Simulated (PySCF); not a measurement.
Exercise with solution: chemical shift, span and skew from a shielding tensor

C4H8OSi, SMILES C=C([SiH3])CC=O. Atoms are numbered in the order given.

```xyz
14

C      0.5226     1.7332    -0.7280
C      0.4533     0.6083     0.0019
Si     1.9277    -0.5617     0.0878
C     -0.8153     0.2573     0.7605
C     -1.6802    -0.7226    -0.0150
O     -2.8499    -0.5576    -0.2442
H     -0.3161     2.4385    -0.7788
H      1.4179     2.0005    -1.2978
H      1.5437    -1.9307    -0.3706
H      3.0307    -0.0410    -0.7670
H      2.3924    -0.6823     1.5025
H     -0.5673    -0.2248     1.7257
H     -1.4284     1.1463     0.9738
H     -1.1438    -1.6386    -0.3797
```
Charge 0, spin multiplicity 1.

The structure is a stationary point at B3LYP-D3(BJ)/def2-SVP. This is a generated structure with no PubChem entry under its InChIKey; it may be hypothetical. Other conformers were not sampled.

GIAO shieldings from PBE0/pcSseg-1 (PySCF), non-relativistic, no solvent. The symmetric part of the tensor of C4 has the principal values 104.3, 126.5, 149.9 ppm. The same nucleus in TMS has σ = 186.3 ppm at this level (PySCF, at its B3LYP-D3(BJ)/def2-TZVP geometry).

Task: Work out the isotropic shielding, the ¹³C shift against TMS, the span and the skew.

Result: 
σ(iso) = (σ11 + σ22 + σ33)/3 = 126.9 ppm. δ = σ(ref) − σ(iso) = 186.3 − (126.9) = 59.4 ppm.
Span Ω = σ33 − σ11 = 45.6 ppm. Skew κ = 3(σ(iso) − σ22)/Ω = 0.03. Tumbling in solution averages the tensor to δ; in a static solid the shielding alone would spread this spin-1/2 line over Ω.
